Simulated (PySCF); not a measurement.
Two species compared at the same levels of theory.

First species: C2H6N2Si.
SMILES with atom numbers: `[N:1]#[C:2][CH2:3][SiH2:4][NH2:5]` (hydrogens: H6, H7 on C3; H8, H9 on Si4; H10, H11 on N5)

Second species: C₆H₉BOSi.
Atom-mapped SMILES: `[SiH3:1][O:2][B:3]1[CH:4]=[CH:5][CH:6]=[CH:7][CH:8]=[CH:9]1` (hydrogens: H10, H11, H12 on Si1; H13 on C4; H14 on C5; H15 on C6; H16 on C7; H17 on C8; H18 on C9)

Levels: B3LYP/def2-SVPD for dipole moment, HOMO energy, LUMO energy, HOMO–LUMO gap, static isotropic polarisability and electronic spatial extent ⟨r²⟩ about the centre of nuclear charge; TDDFT B3LYP/def2-SVPD for lowest singlet excitation; TDA B3LYP/def2-SVPD for lowest triplet excitation (Tamm–Dancoff); ΔSCF B3LYP/def2-SVPD for vertical ionisation energy; PBE0-D3(BJ)/def2-SVP for rotational constant A and rotational constant C. Geometries: PBE0-D3(BJ)/def2-SVP. All species are isolated and taken at one optimised geometry, non-relativistic unless stated; the electronic structure was computed with PySCF and density fitting.

The conformers computed, where there is a choice (atom-mapped SMILES and torsion angles):
- `[N:1]#[C:2][CH2:3][SiH2:4][NH2:5]`: C2–C3–Si4–N5 -52°, H–N5–Si4–C3 -161°, H–N5–Si4–C3 58°
- `[SiH3:1][O:2][B:3]1[CH:4]=[CH:5][CH:6]=[CH:7][CH:8]=[CH:9]1`: Si1–O2–B3–C4 3°

Q: Which of the two has the higher rotational constant C, and by how much?

A: The first: 2.074 GHz against 0.615 GHz, a difference of 1.459 GHz.

Q: Which of the two has the higher ⟨r²⟩, and by how much?

A: The second: 1801 bohr² against 602 bohr², a difference of 1199 bohr².

Q: Which of the two has the higher HOMO–LUMO gap, and by how much?

A: The first: 7.40 eV against 4.47 eV, a difference of 2.93 eV.

Q: Which has the higher S1 energy?

A: The first: 6.32 eV against 4.28 eV, a difference of 2.04 eV.

Q: Which of the two has the higher LUMO energy, and by how much?

A: The first: -0.20 eV against -2.14 eV, a difference of 1.94 eV.

Q: Which has the higher static isotropic polarisability?

A: The second: 120.3 au against 62.9 au, a difference of 57.4 au.

Q: Which has the higher HOMO energy?

A: The second: -6.61 eV against -7.60 eV, a difference of 0.99 eV.

Q: Which of the two has the higher T1 energy, and by how much?

A: The first: 5.96 eV against 2.60 eV, a difference of 3.36 eV.

On the first: The polarisability is 9.32 Å³ as a volume (1 au = 0.148185 Å³), or 1.37 au for each of the 46 electrons. The ΔSCF ionisation energy exceeds −ε(HOMO) by 2.34 eV with B3LYP.

On the second: S1 lies 0.19 eV below the HOMO–LUMO gap; its leading configuration is HOMO→LUMO, weight 0.96. The principal polarisabilities are 75.2, 125.5 and 160.2 au; their mean is the isotropic value.
